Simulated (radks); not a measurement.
Values are calculated unless marked as measured or tabulated.
Charge is removed step by step from the 5p level of neutral ytterbium, starting from [Xe] 4f14 6s2. Code: a radial shooting solver on a logarithmic mesh with Libxc functionals. Model: scalar-relativistic Kohn-Sham, BLYP, spin-unpolarised, spherical densities, point nucleus.

[
 {"removed (e)": "0", "E - E(0) (eV)": "0.000", "eigenvalue (eV)": "-27.209", "E minus straight line (eV)": "0.000"},
 {"removed (e)": "0.25", "E - E(0) (eV)": "7.127", "eigenvalue (eV)": "-29.914", "E minus straight line (eV)": "-1.071"},
 {"removed (e)": "0.5", "E - E(0) (eV)": "14.948", "eigenvalue (eV)": "-32.758", "E minus straight line (eV)": "-1.449"},
 {"removed (e)": "0.75", "E - E(0) (eV)": "23.495", "eigenvalue (eV)": "-35.717", "E minus straight line (eV)": "-1.100"},
 {"removed (e)": "1", "E - E(0) (eV)": "32.794", "eigenvalue (eV)": "-38.773", "E minus straight line (eV)": "0.000"}
]

Removing the whole electron costs 32.794 eV by Delta-SCF, against 27.209 eV from minus the eigenvalue at the starting occupation. Slater's transition state (half an electron removed) gives 32.758 eV. Integrating minus the eigenvalue over the occupation (Janak's theorem) gives 32.835 eV. In this scalar-relativistic scheme the density is built from large components alone, so the theorem holds only approximately. The mean slope of the eigenvalue, de/dn, is 11.6 eV per electron.
